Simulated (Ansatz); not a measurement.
CH7BSi, SMILES `CB[SiH3]` (charge 0, multiplicity 1).

Z-matrix (Å, degrees):
```
B
H 1 1.2013
C 1 1.5499 2 118.55
H 3 1.0912 1 116.18 2 -161.80
H 3 1.0924 4 110.47 1 -133.10
H 3 1.1059 4 106.03 5 -113.59
Si 1 2.0187 2 117.10 3 177.62
H 7 1.4907 1 113.96 2 -171.77
H 7 1.4912 8 108.14 1 -124.68
H 7 1.4939 8 107.62 9 -115.39
```
Charge 0, multiplicity 1.

Frozen-core energies in 6-31g from Ansatz (a first-principles code) at a geometry from PBE0-D3(BJ)/def2-TZVP; the HF reference has <S^2> = 0.00 and the T1 diagnostic is 0.010.

```tsv
level	energy (Ha)
HF	-355.44470
MP2	-355.64241
CCSD	-355.68746
CCSD(T)	-355.69231
```

Task: Estimate the energies of CCSDT and CCSDT(Q), and give each level's difference from CCSDT(Q).

Result: 
```
level     energy (Ha)  difference from CCSDT(Q) (mHa)
--------  -----------  ------------------------------
MP2        -355.64241                           50.94
CCSD       -355.68746                            5.89
CCSD(T)    -355.69231                            1.04
CCSDT      -355.69316                            0.19
CCSDT(Q)   -355.69335                            0.00
```
